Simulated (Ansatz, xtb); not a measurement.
Relative energy of two isomers of C4H7NSSi

Structure X: `NC1=CC=C[Si@@H]1S`, a singlet. Structure Y: `N[Si]1(S)C=CC=C1`, a singlet. Both are isolated molecules in the gas phase, relaxed with B3LYP/def2-SVP; the shapes shown needn't be the lowest conformers.

X (Å):

```xyz
14

C    -0.6575   -0.5660    0.1363
C    -0.7012   -0.7821    1.4847
C    -0.3234    0.3676    2.3241
C     0.0281    1.5426    1.7359
N    -0.9304   -1.4505   -0.8682
S    -1.3713    2.4179   -1.3318
Si   -0.0449    1.2315   -0.0918
H    -1.1457   -1.0822   -1.7871
H    -1.3847   -2.3299   -0.6436
H    -1.0050   -1.7291    1.9435
H    -0.3414    0.2446    3.4143
H     0.3132    2.4312    2.2998
H     1.2405    1.2960   -0.8430
H    -2.4377    2.3071   -0.5046
```

Y (Å):

```json
{"atom": "C", "x (Å)": "-1.5492", "y (Å)": "0.7235", "z (Å)": "1.4773"}
{"atom": "C", "x (Å)": "-0.5355", "y (Å)": "0.4903", "z (Å)": "2.3380"}
{"atom": "C", "x (Å)": "0.7541", "y (Å)": "0.0204", "z (Å)": "1.7500"}
{"atom": "C", "x (Å)": "0.7924", "y (Å)": "-0.1402", "z (Å)": "0.4102"}
{"atom": "N", "x (Å)": "-1.5686", "y (Å)": "-0.9174", "z (Å)": "-1.2308"}
{"atom": "S", "x (Å)": "-1.0297", "y (Å)": "2.1014", "z (Å)": "-1.5189"}
{"atom": "Si", "x (Å)": "-0.9000", "y (Å)": "0.3422", "z (Å)": "-0.2578"}
{"atom": "H", "x (Å)": "-2.4865", "y (Å)": "-0.8217", "z (Å)": "-1.6541"}
{"atom": "H", "x (Å)": "-1.3445", "y (Å)": "-1.8868", "z (Å)": "-1.0284"}
{"atom": "H", "x (Å)": "-1.1068", "y (Å)": "2.9753", "z (Å)": "-0.4887"}
{"atom": "H", "x (Å)": "-2.5306", "y (Å)": "1.0719", "z (Å)": "1.8084"}
{"atom": "H", "x (Å)": "-0.6103", "y (Å)": "0.6275", "z (Å)": "3.4233"}
{"atom": "H", "x (Å)": "1.6065", "y (Å)": "-0.1705", "z (Å)": "2.4124"}
{"atom": "H", "x (Å)": "1.6902", "y (Å)": "-0.4694", "z (Å)": "-0.1178"}
```

Quicker runs give these differences E(Y) − E(X): GFN2-xTB −3.2 kcal/mol; HF/STO-3G −15.7 kcal/mol (at GFN2-xTB geometries); r2SCAN-D4/def2-SVP −13.9 kcal/mol (at GFN2-xTB geometries).

Q: Estimate E(Y) − E(X) at the level CCSD(T)/def2-SVP + ΔMP2/def2-TZVPP.

A: Calculated at CCSD(T)/def2-SVP + ΔMP2/def2-TZVPP: E(Y) − E(X) = −24.2 kcal/mol, so structure Y lies lower.

Level by level:

```
                             level        geometry  E(Y) − E(X) (kcal/mol)  departure from the last row (kcal/mol)  job, with rough time for the two
                          GFN2-xTB        GFN2-xTB                      −3.2                                   +21.0                 optimisation, 3 s
                         HF/STO-3G        GFN2-xTB                     −15.7                                    +8.5               single point, 5.1 s
                r2SCAN-D4/def2-SVP        GFN2-xTB                     −13.9                                   +10.3                single point, 20 s
                    B3LYP/def2-SVP  B3LYP/def2-SVP                     −15.1                                    +9.1             optimisation, 6.5 min
                       HF/def2-SVP  B3LYP/def2-SVP                     −20.7                                    +3.4           part of the CCSD(T) run
                      MP2/def2-SVP  B3LYP/def2-SVP                     −19.1                                    +5.1           part of the CCSD(T) run
                  CCSD(T)/def2-SVP  B3LYP/def2-SVP                     −18.9                                    +5.3                      single point
CCSD(T)/def2-SVP + ΔMP2/def2-TZVPP  B3LYP/def2-SVP                     −24.2                                                     single point, 4.7 min
```

As drawn, Y has 1 N–Si, 1 C–H in place of 1 C–N, 1 Si–H.

None of the levels shown reverses the order. The largest departure from CCSD(T)/def2-SVP + ΔMP2/def2-TZVPP is that of GFN2-xTB, 21.0 kcal/mol. The last row adds to CCSD(T) the change of the MP2 difference between the two basis sets, here −5.3 kcal/mol, a large step that makes the value less sure.

With thermal terms from frequencies at re-optimised GFN2-xTB minima (ideal gas, soft modes damped towards free rotors, one conformer each, 298.15 K, 1 atm): the zero-point term adds +1.0 kcal/mol; ΔH is −23.0 and ΔG −23.6 kcal/mol.

The correlated steps freeze 15 core orbitals. Mirror images aren't counted in ΔG. Programs: Ansatz 0.2.0, xtb 6.7.1; the last row on 2 threads of Intel(R) Xeon(R) Processor @ 2.50GHz (Skylake/Cascade Lake) on a shared host.
